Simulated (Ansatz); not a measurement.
Species: hydrogen bromide, HBr, net charge 0, singlet state. 
Coordinates optimised at B3LYP-D3(BJ)/def2-TZVP (Ansatz, an electronic-structure program):
```xyz
2

Br     0.0000     0.0000    -0.0396
H      0.0000     0.0000     1.3852
```

Computed values are from Ansatz. Valence correlation only, unless marked. Open shells are spin-unrestricted. No spin-orbit coupling. Frozen are the shells of the preceding noble gas and the d and f shells that filled before the atom's block. No relativistic terms. CBS marks a two-point X^-3 extrapolation of the correlation energy; Hartree-Fock from the larger set (for Q and 5 zeta extrapolated as (X+1)exp(-9√X)).

| Quantity | Result |
|---|---|
| atomisation energy De | 93.5 kcal/mol at CCSD(T)/CBS(cc-pVQZ,cc-pV5Z) |
| vertical ionisation energy (to the doublet) | 11.85 eV at CCSD(T)/CBS(aug-cc-pVTZ,aug-cc-pVQZ) |
| total energy | -2573.2826 Eh at CCSD(T)/CBS(cc-pVQZ,cc-pV5Z) |
| dipole moment | 0.87 D at CCSD(T)/aug-cc-pVDZ |
| T1 diagnostic | 0.007 at CCSD/cc-pV5Z |
| measured enthalpy of formation, 298 K | -8.6 kcal/mol (Active Thermochemical Tables 1.112 (ions: stationary electron), as tabulated in the package chemicals) |
| measured dipole moment | 0.83 D (NIST CCCBDB, as tabulated in the package chemicals; older table, unchecked) |
